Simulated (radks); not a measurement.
Isoelectronic series with 9 electrons, all held in the configuration [He] 2s2 2p5, which need not be the ground one along the series. Method: scalar-relativistic Kohn-Sham, PBEsol, spin-unpolarised, spherical densities, point nucleus; computed with a radial shooting solver on a logarithmic mesh with Libxc functionals. Total energies (hartree) and mean radii <r> (bohr) (* marks an orbital that is empty in some or all of the ions):

| ion | E (hartree) | 3s* | 2p | 2s | 1s |
|---|---|---|---|---|---|
| Te43+ | -4865.81025 | 0.2767 | 0.1015 | 0.1168 | 0.02778 |
| Cs46+ | -5488.5320 | 0.2589 | 0.09520 | 0.1093 | 0.02608 |
| Ce49+ | -6153.3909 | 0.2429 | 0.08961 | 0.1027 | 0.02454 |
| Pm52+ | -6861.5715 | 0.2286 | 0.08459 | 0.09664 | 0.02315 |
| Gd55+ | -7614.3862 | 0.2157 | 0.08006 | 0.09117 | 0.02188 |
| Ho58+ | -8413.2913 | 0.2040 | 0.07594 | 0.08617 | 0.02071 |
| Yb61+ | -9259.9062 | 0.1933 | 0.07219 | 0.08158 | 0.01964 |
| Ta64+ | -10156.0363 | 0.1834 | 0.06875 | 0.07734 | 0.01864 |
